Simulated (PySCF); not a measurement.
# Dipole response of Mg⁺ (magnesium, charge +1)

[Ne] 3s1, 2S determinant. Computed with PySCF 2.14 in def2-TZVPPD, with no relativity, point nucleus. Coupled (time-dependent) response in atomic units; α is the mean over directions.

```csv
method,mean α (bohr³),C₆ (like pair),S(−4)
UHF,38.46,177.0,1557
PBE,33.68,144.9,1207
PBE0,35.09,154.1,1307
r2SCANh,33.79,150.1,1142
B97-3,34.15,148.1,1236
```

S(−4) is the Cauchy moment in α(ω) = α(0) + S(−4) ω² + …

α(iu) at PBE:

| u (hartree) | α(iu) (bohr³) |
| --- | --- |
| 0 | 33.68 |
| 0.0500 | 30.91 |
| 0.100 | 24.83 |
| 0.200 | 14.00 |
| 0.300 | 8.242 |
| 0.500 | 3.738 |
| 0.750 | 1.964 |
| 1.00 | 1.274 |
| 1.50 | 0.7311 |
| 2.00 | 0.5089 |
| 3.00 | 0.3119 |
| 5.00 | 0.1686 |

A single London oscillator, α(iu) = α/(1 + u²/ω²), gives C₆ = (3/4) ω α². Matching the computed C₆ needs ω = 4 × 144.9 / (3 × 33.68²) = 0.170 hartree.

For an ion, C₆ is the dispersion term alone; charge-induced terms of lower order in 1/R come first.
